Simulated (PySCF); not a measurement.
A calculated (PBE0, PySCF 2.14, aug-cc-pV(D+d)Z, no relativity, point nucleus) atom or ion has these occupied shells.

| shell | electrons | orbital energy (eV) | rms radius, mean of both spins (bohr) |
| --- | --- | --- | --- |
| 1s α | 1 | -1529.2 | 0.140 |
| 1s β | 1 | -1529.2 | 0.140 |
| 2s α | 1 | -114.47 | 0.682 |
| 2s β | 1 | -114.41 | 0.682 |
| 2p α | 3 | -74.437 | 0.679 |
| 2p β | 3 | -74.344 | 0.679 |
| 3s α | 1 | -9.000 | 2.76 |
| 3s β | 1 | -8.191 | 2.76 |
| 3p α | 1 | -3.911 | 3.70 |

Problem. Name the element and its charge.

Solution. Al (aluminium, neutral), in [Ne] 3s2 3p1, 2P determinant.
